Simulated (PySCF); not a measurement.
CH5FSi, SMILES F[SiH2]C.

The structure is a stationary point at B3LYP-D3(BJ)/def2-TZVP.

These are TDDFT-CAM-B3LYP/def2-SVPD (PySCF) values and carry that method's errors.

Vertical excitations. Gas-phase values at a fixed geometry. State labels are in the subgroup Cs.

Computed UV-visible absorptions:
```csv
state,symmetry,energy (eV),λ (nm),f,main pairs
S1,A',8.33,149,0.010,"HOMO→LUMO+1 75 %, HOMO→LUMO 16 %"
S2,A",8.33,149,0.011,HOMO−1→LUMO+1 83 %
S3,A',8.79,141,0.087,"HOMO→LUMO 79 %, HOMO→LUMO+1 18 %"
S4,A",8.94,139,0.041,HOMO−1→LUMO 78 %
S5,A",9.50,130,0.052,HOMO−1→LUMO+2 85 %
S6,A',9.76,127,0.237,HOMO→LUMO+2 89 %
S7,A',10.18,122,0.031,HOMO→LUMO+3 93 %
S8,A",10.33,120,0.015,"HOMO→LUMO+4 54 %, HOMO−1→LUMO+3 22 %"
S9,A",10.72,116,0.253,"HOMO−1→LUMO+3 50 %, HOMO→LUMO+4 26 %, HOMO→LUMO+5 10 %"
S10,A',10.74,115,0.045,"HOMO−1→LUMO+4 48 %, HOMO−2→LUMO+1 25 %, HOMO−2→LUMO 20 %"
T1,A",7.76,160,0,HOMO−1→LUMO+1 78 %
T2,A',7.93,156,0,HOMO→LUMO+1 80 %
T3,A',8.37,148,0,"HOMO→LUMO 77 %, HOMO→LUMO+1 12 %"
T4,A",8.45,147,0,"HOMO−1→LUMO 56 %, HOMO−1→LUMO+3 28 %, HOMO−1→LUMO+1 9 %"
```
Triplets are in the Tamm–Dancoff approximation, which puts them higher than full response would, so one can lie above its singlet here.
